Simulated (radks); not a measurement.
Values are calculated unless marked as measured or tabulated.
Kinetic energies: the exact non-interacting value of the Kohn-Sham orbitals and orbital-free approximations, as 100 (|E| - |E exact|)/|E exact|, negative where the magnitude is too small. Species: Al2+ [Ne] 3s1; Rb [Kr] 5s1; Cu+ [Ar] 3d10; Tm36+ [Ar] 3d10 4s2 4p3; H 1s1. Code: a radial shooting solver on a logarithmic mesh with Libxc functionals. Model: non-relativistic Kohn-Sham, PBE, spin-polarised, spherical densities, point nucleus. Every spin shell is full or empty, so the densities are truly spherical. Functionals are evaluated on that one density, not self-consistently.

| functional | Al2+ | Rb | Cu+ | Tm36+ | H |
|---|---|---|---|---|---|
| exact (hartree) | 240.969 | 2938.12 | 1638.82 | 12183.6 | 0.494812 |
| Thomas-Fermi | -7.71 | -5.81 | -6.45 | -5.09 | -8.99 |
| von Weizsacker | -34.98 | -54.08 | -50.06 | -59.89 | 0.00 |
| TF + vW/9 | -0.49 | -0.71 | -0.90 | -0.63 | +2.12 |
| TF + vW/5 | +5.29 | +3.37 | +3.54 | +2.93 | +11.01 |
| LC94 | +0.15 | +0.05 | -0.14 | +0.09 | +1.69 |
| APBEK | +0.28 | +0.13 | -0.05 | +0.14 | +1.56 |
| revAPBEK | +0.69 | +0.34 | +0.19 | +0.31 | +2.46 |
| Perdew 92 | -0.47 | -0.70 | -0.89 | -0.62 | +2.14 |
| Pearson | -1.83 | -1.04 | -1.35 | -0.89 | -2.89 |
| LKT | +33.43 | +21.55 | +23.65 | +18.51 | +61.68 |
| PG1 | +27.30 | +17.02 | +18.74 | +14.56 | +54.24 |
| DePristo-Kress | +0.04 | -0.07 | -0.22 | -0.09 | +1.98 |
| Ernzerhof | +0.29 | -0.37 | -0.51 | -0.35 | +5.74 |
